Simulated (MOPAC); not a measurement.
Input file for MOPAC: PM7 on GaH5N2O (SMILES [NH2][Ga]([NH2])[OH]), a point of a torsion scan.

```
PM7 1SCF PRECISE CHARGE=0 THREADS=1
GaH5N2O

N      1.26352711 1    -1.00254808 1     0.37168753 1
Ga    -0.26063073 1    -0.30027848 1    -0.44797742 1
N     -0.80510349 1    -0.45243405 1    -2.20157658 1
O     -1.23625884 1     0.81113348 1     0.46852454 1
H      2.11540749 1    -0.77194596 1    -0.13400130 1
H      1.26153671 1    -2.01511702 1     0.46399585 1
H     -0.69817289 1    -1.33377246 1    -2.69059153 1
H     -1.73868876 1    -0.09612099 1    -2.37213988 1
H     -1.00297834 1     1.07176714 1     1.35766113 1
```

It printed:

```
*******************************************************************************
 **                                                                           **
 **                              MOPAC v23.2.5                                **
 **                                                                           **
 *******************************************************************************
 ** MOPAC's Digital Object Identifier: https://doi.org/10.5281/zenodo.6511958 **
 **                                                                           **
 ** Please cite the open-source release paper for use of this MOPAC version:  **
 ** J. E. Moussa and J. J. P. Stewart (2026)                                  **
 ** MOPAC: An open-source semiempirical molecular orbital program             **
 ** J. Open Source Softw., 11(119), 8025, https://doi.org/10.21105/joss.08025 **
 *******************************************************************************

                              PM7 CALCULATION RESULTS

 *******************************************************************************
 *  PM7        - The PM7 Hamiltonian to be used
 *
 *
 *
 *                 CHARGE ON SYSTEM = 0
 *
 *
 *
 *  PRECISE    - TIGHTER CRITERIA TO BE USED
 *  1SCF       - DO 1 SCF AND THEN STOP
 *  THREADS=1  - MULTI-THREADING NOT USED
 *  T=         - A TIME OF 172800.0 SECONDS REQUESTED
 *  DUMP=N     - RESTART FILE WRITTEN EVERY 7200.0 SECONDS REQUESTED
 *******************************************************************************
PM7 1SCF PRECISE CHARGE=0 THREADS=1
 GaH5N2O

   ATOM   CHEMICAL          X               Y               Z
  NUMBER   SYMBOL      (ANGSTROMS)     (ANGSTROMS)     (ANGSTROMS)

     1       N          1.26352711  *  -1.00254808  *   0.37168753  *
     2      Ga         -0.26063073  *  -0.30027848  *  -0.44797742  *
     3       N         -0.80510349  *  -0.45243405  *  -2.20157658  *
     4       O         -1.23625884  *   0.81113348  *   0.46852454  *
     5       H          2.11540749  *  -0.77194596  *  -0.13400130  *
     6       H          1.26153671  *  -2.01511702  *   0.46399585  *
     7       H         -0.69817289  *  -1.33377246  *  -2.69059153  *
     8       H         -1.73868876  *  -0.09612099  *  -2.37213988  *
     9       H         -1.00297834  *   1.07176714  *   1.35766113  *



          CARTESIAN COORDINATES

    NO.       ATOM           X           Y           Z

     1         N          1.2635     -1.0025      0.3717
     2        Ga         -0.2606     -0.3003     -0.4480
     3         N         -0.8051     -0.4524     -2.2016
     4         O         -1.2363      0.8111      0.4685
     5         H          2.1154     -0.7719     -0.1340
     6         H          1.2615     -2.0151      0.4640
     7         H         -0.6982     -1.3338     -2.6906
     8         H         -1.7387     -0.0961     -2.3721
     9         H         -1.0030      1.0718      1.3577

 General Reference for PM7:
 "Optimization of Parameters for Semiempirical Methods VI: More Modifications to the
 NDDO Approximations and Re-optimization of Parameters", J. J. P. Stewart, J. Mol. Mod., 1:32, 19 (2013)
 https://link.springer.com/article/10.1007/s00894-012-1667-x

           Empirical Formula: H5 N2 O Ga  =     9 atoms



      MOLECULAR POINT GROUP   :   C1


      RHF CALCULATION, NO. OF DOUBLY OCCUPIED LEVELS = 12


 -------------------------------------------------------------------------------
 PM7 1SCF PRECISE CHARGE=0 THREADS=1
 GaH5N2O



     1SCF WAS SPECIFIED, SO BFGS WAS NOT USED
     SCF FIELD WAS ACHIEVED


                              PM7 CALCULATION
                                                       MOPAC v23.2.5 Linux




          FINAL HEAT OF FORMATION =        -37.58441 KCAL/MOL =    -157.25318 KJ/MOL


          COSMO AREA              =        110.07 SQUARE ANGSTROMS
          COSMO VOLUME            =         90.75 CUBIC ANGSTROMS

          IONIZATION POTENTIAL    =          9.818514 EV
          HOMO LUMO ENERGIES (EV) =         -9.819  0.680
          NO. OF FILLED LEVELS    =         12
          MOLECULAR WEIGHT        =        118.7873         POINT GROUP:  C1

          MOLECULAR DIMENSIONS (Angstroms)

            Atom       Atom       Distance
            H     9    H     7     4.71889
            H     8    H     6     4.37463
            H     5    H     8     1.57914


          SCF CALCULATIONS        =          1





   ATOM   CHEMICAL          X               Y               Z
  NUMBER   SYMBOL      (ANGSTROMS)     (ANGSTROMS)     (ANGSTROMS)

     1       N          1.26352711  *  -1.00254808  *   0.37168753  *
     2      Ga         -0.26063073  *  -0.30027848  *  -0.44797742  *
     3       N         -0.80510349  *  -0.45243405  *  -2.20157658  *
     4       O         -1.23625884  *   0.81113348  *   0.46852454  *
     5       H          2.11540749  *  -0.77194596  *  -0.13400130  *
     6       H          1.26153671  *  -2.01511702  *   0.46399585  *
     7       H         -0.69817289  *  -1.33377246  *  -2.69059153  *
     8       H         -1.73868876  *  -0.09612099  *  -2.37213988  *
     9       H         -1.00297834  *   1.07176714  *   1.35766113  *

                             CARTESIAN COORDINATES

   1    N        1.263527110    -1.002548080     0.371687530
   2   Ga       -0.260630730    -0.300278480    -0.447977420
   3    N       -0.805103490    -0.452434050    -2.201576580
   4    O       -1.236258840     0.811133480     0.468524540
   5    H        2.115407490    -0.771945960    -0.134001300
   6    H        1.261536710    -2.015117020     0.463995850
   7    H       -0.698172890    -1.333772460    -2.690591530
   8    H       -1.738688760    -0.096120990    -2.372139880
   9    H       -1.002978340     1.071767140     1.357661130


           Empirical Formula: H5 N2 O Ga  =     9 atoms



      MOLECULAR POINT GROUP   :   C1


                  EIGENVALUES
 -35.58001 -34.18903 -27.82474 -18.15471 -16.36617 -16.10878 -15.45422 -14.13321
 -12.20069 -12.02710 -10.41743  -9.81851   0.68043   1.06461   2.79923   2.90580
   5.58501   5.78739   6.57330   6.62627   6.83161


              NET ATOMIC CHARGES AND DIPOLE CONTRIBUTIONS

  ATOM NO.   TYPE          CHARGE      No. of ELECS.   s-Pop       p-Pop
    1          N          -0.762234        5.7622     1.65505     4.10719
    2         Ga           0.878776        2.1212     1.00018     1.12104
    3          N          -0.770382        5.7704     1.61952     4.15086
    4          O          -0.765407        6.7654     1.76738     4.99802
    5          H           0.256201        0.7438     0.74380
    6          H           0.255088        0.7449     0.74491
    7          H           0.268355        0.7316     0.73165
    8          H           0.272884        0.7271     0.72712
    9          H           0.366719        0.6333     0.63328
 DIPOLE           X         Y         Z       TOTAL
 POINT-CHG.     1.001    -2.281    -0.610     2.565
 HYBRID        -0.484    -0.541    -0.301     0.786
 SUM            0.517    -2.822    -0.911     3.010


          ATOMIC ORBITAL ELECTRON POPULATIONS

     Atom    s        px        py        pz
    1  N   1.65505   1.21465   1.28342   1.60911
    2 Ga   1.00018   0.39575   0.29364   0.43165
    3  N   1.61952   1.41299   1.41200   1.32587
    4  O   1.76738   1.75208   1.76842   1.47752
    5  H   0.74380
    6  H   0.74491
    7  H   0.73165
    8  H   0.72712
    9  H   0.63328

 **********************
 *                    *
 * JOB ENDED NORMALLY *
 *                    *
 **********************




 == MOPAC DONE ==
```

The run finished.

Cost: roughly 0.020 core-seconds.
